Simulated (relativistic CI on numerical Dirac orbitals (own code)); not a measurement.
**Spin-allowed bands of a d7 ion in an octahedral site, by hand**

Problem. Take Δ = 6840 cm⁻¹ and B = 760 cm⁻¹ for a high-spin d7 ion in an octahedral site. Calculate the three spin-allowed bands.

Working.
1. The terms of highest spin are 4F (energy 0) and 4P (15B = 11400 cm⁻¹). Here the F term splits into A2 at +1.2Δ = 8208, T2 at +0.2Δ = 1368 and T1 at −0.6Δ = -4104 cm⁻¹.
2. The two T1 states mix through the element 0.4Δ: H = [[-4104, 2736], [2736, 11400]], with roots ½(H₁₁ + H₂₂) ∓ ½√[(H₂₂ − H₁₁)² + 4H₁₂²] = ½(7296) ∓ ½(16441) = -4573 and 11869 cm⁻¹.
3. The ground term is 4T1 at -4573 cm⁻¹.
4. Bands: 4T2 5941 cm⁻¹ (1683 nm), 4A2 12781 cm⁻¹ (782 nm), 4T1(P) 16441 cm⁻¹ (608 nm).

Check. Exact diagonalisation of the whole d7 shell with these parameters gives 4T2 5941, 4A2 12781, 4T1 16441 cm⁻¹. The match is exact, since without spin-orbit coupling no other term has this spin. The ratio of the second band to the first, 2.151, depends on Δ/B = 9.0 alone, which is how a Tanabe-Sugano diagram is read.
